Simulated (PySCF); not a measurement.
**Radial density of Si²⁺ (silicon, charge +2)**

M06-L, [Ne] 3s2, closed-shell 1S. All numbers are calculated (PySCF 2.14, the spin-free X2C one-electron Hamiltonian (Gaussian nucleus), in cc-pVDZ-DK (4s3p1d, 18 functions)).

```
r (bohr)  4πr²ρ (e/bohr)
 0.00161         0.06464
 0.00271          0.1736
 0.00456          0.4476
 0.00768           1.127
  0.0129           2.694
  0.0217           5.870
  0.0365           10.87
  0.0614           15.39
   0.103           14.40
   0.174           9.783
   0.292           12.20
   0.492           13.45
   0.827           4.916
    1.39           1.441
    2.34          0.8323
    3.94         0.04868
    6.62       0.0002307
```

Densities and radii are taken from the X2C orbitals without a picture-change correction, which distorts them close to the nucleus.
